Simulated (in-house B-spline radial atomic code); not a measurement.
A radial electron density 4πr²n(r) was computed for an atom or ion in its tabulated ground configuration with a B-spline radial code for spherical atoms; method: Dirac-Kohn-Sham LDA VWN5, spherical fractional occupations. Columns: r (bohr), 4πr²n(r) (electrons per bohr), bar.

```
0.000688    2.741 #
0.000847     3.86 #
 0.00104    5.386 ##
 0.00129     7.59 ###
 0.00158     10.4 ####
 0.00195    14.29 #####
  0.0024    19.34 #######
 0.00296    25.86 ##########
 0.00365    33.99 #############
 0.00449     43.6 ################
 0.00554    54.68 ####################
 0.00682     66.3 #########################
  0.0084    77.42 #############################
  0.0104    86.63 ################################
  0.0128    91.75 ##################################
  0.0157    92.13 ##################################
  0.0194    88.29 #################################
  0.0238    83.38 ###############################
  0.0294    81.97 ##############################
  0.0362    88.36 #################################
  0.0446    102.1 ######################################
  0.0549    115.7 ###########################################
  0.0676      119 ############################################
  0.0833    108.3 ########################################
   0.103    93.84 ###################################
   0.126    92.05 ##################################
   0.156      103 ######################################
   0.192    105.1 #######################################
   0.236    84.21 ###############################
   0.291    56.38 #####################
   0.359    48.32 ##################
   0.442    55.73 #####################
   0.545    54.56 ####################
   0.671    39.65 ###############
   0.827    24.27 #########
    1.02    16.02 ######
    1.25     11.9 ####
    1.55    7.837 ###
     1.9    4.168 ##
    2.35    1.596 #
    2.89    0.453 
    3.56  0.09044 
    4.39  0.01286 
     5.4 0.001402
```

Problem. Which atom or ion is it?
A. Ho+
B. Tb2+
C. Dy2+
D. Ho2+

Solution. D. The area under the curve, ∫4πr²n dr = ∫r·4πr²n d(ln r) on this logarithmic grid, is 65 electrons, which only this option has. The configuration is [Xe] 4f11.
